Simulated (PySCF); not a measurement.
Species: C8H10.
Bonds: C1–C2 (double), C2–C3, C3–C4 (triple), C4–C5, C5–C6 (double), C6–C7, C6–C8. Hydrogens: H9, H10 on C1; H11 on C2; H12 on C5; H13, H14, H15 on C7; H16, H17, H18 on C8.

Computed geometry: GFN2-xTB, gas phase.

(1) Give the optimised bond lengths and angles.

## Answers

(1) 
| bond | length (Å) | order |
| --- | --- | --- |
| C1=C2 | 1.331 | double |
| C2–C3 | 1.405 | single |
| C3≡C4 | 1.210 | triple |
| C4–C5 | 1.404 | single |
| C5=C6 | 1.339 | double |
| C6–C7 | 1.496 | single |
| C6–C8 | 1.496 | single |
| C1–H9 | 1.077 | single |
| C1–H10 | 1.076 | single |
| C2–H11 | 1.084 | single |
| C5–H12 | 1.084 | single |
| C7–H13, C7–H14, C7–H15 | 1.089 | single |
| C8–H16, C8–H17, C8–H18 | 1.089 | single |

Bonds in one row agree within 0.01 Å and their mean is given. Orders are formal, as drawn. A selection of angles:
| angle | degrees |
| --- | --- |
| C2–C1–H9 | 121.6 |
| C2–C1–H10 | 121.6 |
| H9–C1–H10 | 116.8 |
| C1–C2–C3 | 123.8 |
| C1–C2–H11 | 120.8 |
| C3–C2–H11 | 115.4 |
| C2–C3–C4 | 179.4 |
| C3–C4–C5 | 178.6 |
| C4–C5–C6 | 124.4 |
| C4–C5–H12 | 115.3 |
| C6–C5–H12 | 120.3 |
| C5–C6–C7 | 122.6 |
| C5–C6–C8 | 121.7 |
| C7–C6–C8 | 115.8 |
| C6–C7–H13 | 110.3 |
| C6–C7–H14 | 110.9 |
| H13–C7–H14 | 109.1 |
| H13–C7–H15 | 107.6 |
| C6–C8–H16 | 110.3 |
| C6–C8–H18 | 111.5 |
| H16–C8–H17 | 107.4 |
| H16–C8–H18 | 108.7 |

Dihedral angles: C4–C5–C6–C7 0° (synperiplanar). The mirror-image conformer, all signs reversed, is as good.

Of the pairs four or more bonds apart, C4···H14 is among the closest relative to their van der Waals radii: 2.49 Å, 86 % of the sum of Bondi's values. The C–C distances run from 1.210 Å (C3≡C4, drawn triple) to 1.496 Å (C6–C7, drawn single), a spread of 0.286 Å. The 8 heavy atoms lie in one plane (0.019 Å rms).

Point group: near Cs, missed by 0.21 Å at most; the miss may be what the optimiser left on a soft mode. Stationary, but not proved a minimum.
